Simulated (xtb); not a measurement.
C₂H₄BFO₂, SMILES B(C(=O)C)(O)F. All values are semi-empirical tight-binding results from xtb (GFN2-xTB unless named), good for trends rather than for accurate numbers. The structure is a stationary point at GFN2-xTB. This is a generated structure with no PubChem entry under its InChIKey; it may be hypothetical. Other conformers were not sampled.

Optimised geometry:

Bonded distances (Å): C1–C2 1.503, C1–H7 1.088, C1–H8 1.088, C1–H9 1.087, C2–O3 1.219, C2–B4 1.624, B4–O5 1.326, B4–F6 1.327, O5–H10 0.961. Bond angles (°): C2–C1–H7 108.8, C2–C1–H8 108.8, C2–C1–H9 111.2, H7–C1–H8 107.2, H7–C1–H9 110.4, H8–C1–H9 110.4, C1–C2–O3 122.3, C1–C2–B4 118.8, O3–C2–B4 119.0, C2–B4–O5 121.0, C2–B4–F6 120.8, O5–B4–F6 118.2, B4–O5–H10 114.8.

Computed properties:
```yaml
point_group_as_xtb_finds_it: Cs
orbital_gap: 2.65 eV
dipole_moment: 0.70 D
zero_point_energy: 41.4 kcal/mol
G − E(el) at 298.15 K (modified RRHO): 21.8 kcal/mol
static polarisability (D4 model): 47.4 bohr³
solvation energy, GFN2-xTB/ALPB(water): -6.6 kcal/mol
solvation energy, GFN2-xTB/ALPB(thf): -9.0 kcal/mol
```

Computed IR lines (harmonic; lines under 4 % of the strongest left out, lines within 3 cm⁻¹ merged):
ν (cm⁻¹): 58 (w), 128 (w), 287 (w), 597 (w), 682 (s), 931 (s), 983 (w), 1124 (vs), 1257 (s), 1356 (m), 1372 (vs), 1437 (w), 1441 (m), 1708 (s), 3050 (w), 3554 (m) (against the strongest line: vs over 80 %, s over 45 %, m over 15 %, w over 4 %, vw less)

Problem. Give the atomic charges and the Wiberg bond orders between heavy atoms. (Estimate from the structure and the level; the computed values follow.)

Solution. charges (e) C1 -0.14, C2 0.14, O3 -0.36, B4 0.46, O5 -0.40, F6 -0.27, H7 0.08, H8 0.08, H9 0.07, H10 0.34. Bond orders C1–C2 1.03, C2–O3 1.86, C2–B4 0.91, B4–O5 1.31, B4–F6 1.05.
